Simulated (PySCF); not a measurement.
# Molecular orbitals of RbMg

PBE0 at R = 4.132 Å; PySCF, scalar-relativistic core potentials, basis sets Rb def2-SVPD with ECP28, Mg def2-SVPD. State: ⁴Π (quartet), unpaired electrons σ ↑↑, π ↑, a second solution, started from another occupation. Only the outer orbitals are listed, counted within each symmetry, core potentials removing the inner ones.

| spin | orbital | occ. | ε (eV) | on Rb (%) | main shells (%) |
| --- | --- | --- | --- | --- | --- |
| α | 4σ | 1 | -35.70 | 100 | 100 Rb s |
| α | 2π | 1 | -18.29 | 100 | 100 Rb p |
| α | 2π | 1 | -18.27 | 100 | 100 Rb p |
| α | 5σ | 1 | -18.26 | 100 | 100 Rb p |
| α | 6σ | 1 | -6.47 | 7 | 93 Mg s |
| α | 7σ | 1 | -3.20 | 57 | 56 Rb s, 39 Mg p |
| α | 3π | 1 | -2.73 | 13 | 86 Mg p, 8 Rb p |
| α | 8σ | 0 | -1.40 | 57 | 44 Mg p, 40 Rb s, 16 Rb p |
| α | 3π | 0 | -1.33 | 25 | 75 Mg p, 19 Rb p |
| α | 4π | 0 | -0.47 | 98 | 93 Rb p |
| β | 4σ | 1 | -35.64 | 100 | 100 Rb s |
| β | 2π | 1 | -18.22 | 100 | 100 Rb p |
| β | 2π | 1 | -18.19 | 100 | 100 Rb p |
| β | 5σ | 1 | -18.17 | 100 | 100 Rb p |
| β | 6σ | 0 | -2.44 | 44 | 56 Mg s, 30 Rb s, 10 Rb p |
| β | 7σ | 0 | -1.14 | 83 | 72 Rb s, 16 Mg s, 11 Rb p |
| β | 3π | 0 | 0.06 | 100 | 100 Rb p |

Which are the highest filled and the lowest empty level, where do they sit, and how wide is the gap?

Highest filled α 3π at -2.73 eV (in %: 86 Mg p, 8 Rb p); lowest empty β 6σ at -2.44 eV (in %: 56 Mg s, 30 Rb s, 10 Rb p); the gap at PBE0 is 0.29 eV.

The bond order (Mayer) is 0.78 and the ⟨S²⟩ is 3.750. The charge on Rb (Mulliken, basis-dependent) is 0.23. The charge on Rb (Löwdin, basis-dependent) is 0.21 and the dipole moment (positive dipole means Rb(−)Mg(+)) is -5.79 D.

Spin–orbit coupling is left out.
